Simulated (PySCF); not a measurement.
This PySCF input asks for the NMR shieldings of `CNB(NC)NC(C)=O`, C4H12BN3O; the geometry comes from GFN2-xTB.

```python
import basis_set_exchange as bse
import numpy as np
from pyscf import gto, dft
from pyscf.prop import nmr

atoms = """
C    -1.867096   -2.096727    0.681812
N    -1.953487   -0.729232    0.229036
B    -0.897523    0.169042   -0.036936
N    -1.170806    1.439560   -0.561555
C    -0.237243    2.519231   -0.794112
N     0.466711   -0.229904    0.342366
C     1.604905   -0.088205   -0.380341
C     2.849077   -0.604285    0.330044
O     1.645669    0.380482   -1.497574
H    -0.842017   -2.449480    0.585407
H    -2.506716   -2.746027    0.077938
H    -2.174859   -2.195409    1.730421
H    -2.902931   -0.424125    0.087337
H    -2.081398    1.620725   -0.952187
H     0.550279    2.482943   -0.043541
H     0.237558    2.440750   -1.776236
H    -0.750176    3.479767   -0.717950
H     0.567438   -0.746006    1.203225
H     2.816329   -1.691429    0.379580
H     2.906334   -0.208881    1.341908
H     3.731032   -0.305844   -0.229113
"""
names = dict.fromkeys(["C", "N", "B", "O", "H"], "pcSseg-1")
basis = {el: gto.basis.parse(bse.get_basis(n, elements=[el], fmt="nwchem")) for el, n in names.items()}
mol = gto.M(atom=atoms, basis=basis, charge=0, verbose=0)
mf = dft.RKS(mol, xc="PBE0")
mf.grids.level = 2
mf.grids.alignment = dft.numint.BLKSIZE   # the property module wants whole blocks of grid points
mf.conv_tol = 1e-9
mf.kernel()

calc = nmr.RKS(mf)   # GIAO
C = mf.mo_coeff
Co = C[:, mf.mo_occ > 0]
resp = mf.gen_response(singlet=True, hermi=2)
def vind(x):   # induced exchange potential for any number of trial vectors
    d = np.einsum("pi,xij,qj->xpq", C, 2 * x.reshape(-1, C.shape[1], Co.shape[1]), Co, optimize=True)
    return np.einsum("xpq,pi,qj->xij", resp(d - d.transpose(0, 2, 1)), C, Co, optimize=True).ravel()
mo1, _ = nmr.rhf.solve_mo1(calc, with_cphf=vind)
sigma = calc.kernel(mo1)
for i, s in enumerate(sigma):   # ppm
    w = np.linalg.eigvalsh((s + s.T) / 2)
    print("%2d %-2s iso %8.1f  s11 %8.1f  s22 %8.1f  s33 %8.1f" % (i, mol.atom_pure_symbol(i), w.mean(), *w))
```

Question: What does it print?

Answer: 
```
 0 C  iso    155.6  s11    132.5  s22    148.2  s33    186.2
 1 N  iso    206.8  s11    162.9  s22    203.9  s33    253.6
 2 B  iso     79.6  s11     52.0  s22     86.1  s33    100.7
 3 N  iso    200.1  s11    151.7  s22    204.1  s33    244.6
 4 C  iso    152.9  s11    131.6  s22    146.7  s33    180.4
 5 N  iso    132.5  s11     26.4  s22    163.7  s33    207.4
 6 C  iso     14.1  s11    -76.6  s22     24.8  s33     94.2
 7 C  iso    160.1  s11    130.1  s22    155.9  s33    194.2
 8 O  iso   -124.7  s11   -464.5  s22   -219.1  s33    309.4
 9 H  iso     28.9  s11     24.3  s22     29.7  s33     32.7
10 H  iso     28.9  s11     23.7  s22     26.8  s33     36.1
11 H  iso     28.9  s11     23.9  s22     26.6  s33     36.3
12 H  iso     30.3  s11     21.2  s22     31.4  s33     38.4
13 H  iso     30.0  s11     21.3  s22     30.7  s33     37.9
14 H  iso     29.1  s11     25.2  s22     28.6  s33     33.5
15 H  iso     28.3  s11     23.9  s22     26.6  s33     34.4
16 H  iso     29.2  s11     24.2  s22     27.4  s33     36.2
17 H  iso     27.1  s11     22.1  s22     28.7  s33     30.5
18 H  iso     29.5  s11     26.0  s22     28.8  s33     33.6
19 H  iso     29.7  s11     26.1  s22     29.4  s33     33.6
20 H  iso     30.0  s11     26.2  s22     28.2  s33     35.5
```

These numbers come from an equivalent density-fitted implementation of the same equations, which agrees with the script to about 0.01 ppm for H and up to a few tenths of a ppm for heavy atoms, so last digits may differ.

Size and cost of the density-fitted run: 213 basis functions, 83 s wall time on 1 thread of an Arm Neoverse N1, shared host; peak memory 0.95 GiB.
